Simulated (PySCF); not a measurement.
Molecule: `CO[C@@H]1CO[S@@](=O)O1`, C3H6O4S.

Cartesian coordinates in Å; atom numbers follow the order of the lines, from 1:
```xyz
14

C     2.1279   -0.3568    0.2785
O     0.9291    0.3408    0.5646
C    -0.0195    0.2777   -0.4562
C    -1.2062    1.1754   -0.0218
O    -2.2145    0.3279    0.4308
S    -1.6873   -1.2550    0.5855
O    -2.6862   -2.1233    0.0645
O    -0.5246   -0.9999   -0.6198
H     1.9302   -1.4150    0.0893
H     2.6260    0.0788   -0.5938
H     2.7571   -0.2463    1.1580
H     0.4218    0.5891   -1.4173
H    -1.5889    1.7639   -0.8608
H    -0.8655    1.8421    0.7765
```

Frames of a GFN2-xTB Langevin trajectory at 300 K; GIAO PBE0/pcSseg-1 shieldings in PySCF 2.14.0 with density-fitted response routines, gas phase, non-relativistic; equivalent atoms averaged within each frame.

Scale: $^{13}$C (σref 186.93) and $^{1}$H (σref 31.72) vs TMS; H2O for $^{17}$O (σref 336.08); $^{33}$S (σref 503.73) against CS2 (reference shieldings calculated alike). The references are static minima.

How do the shifts (ppm) fluctuate along the trajectory?

Results:


```tsv
time (fs)	C3	C4	C1	O7	O8	O5	O2	S6	H12	H13
250	112.5	68.4	58.1	322.3	249.4	225.8	76.7	619	5.22	4.84
425	124.7	77.4	61.7	356.4	258.0	226.5	111.8	605	6.50	4.92
625	109.2	76.7	57.9	297.4	258.1	179.0	97.9	587	5.99	4.65
800	94.9	75.1	54.3	252.4	243.4	172.7	72.1	547	5.79	6.29
1000	99.6	81.3	56.3	279.0	246.0	211.9	83.6	560	6.38	5.33
mean of frames	108.2	75.8	57.7	301.5	251.0	203.2	88.4	583	5.98	5.20
standard deviation	11.7	4.7	2.7	40.0	6.8	25.7	16.3	30	0.51	0.65
```

5 frames give an uncertainty of the mean of about the standard deviation over 2.2 at best, since frames this close in time may not be independent; classical motion lacks zero-point vibration, and the reference would need the same averaging.
